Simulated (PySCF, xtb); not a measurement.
CH2NO, SMILES N=C=[OH+], charge +1.

xtb with GFN2-xTB at its own geometry gives an orbital gap of 6.85 eV.

Geometry: B3LYP-D3(BJ)/def2-TZVP. The isomer is the one that the SMILES or the coordinates give; other isomers of the formula were not compared.

Task: What does PySCF with PBE0/def2-TZVPD give? (Estimate from the structure and the level; the computed values follow.)

Result: gap 10.30 eV (levels -17.19 and -6.89 eV).
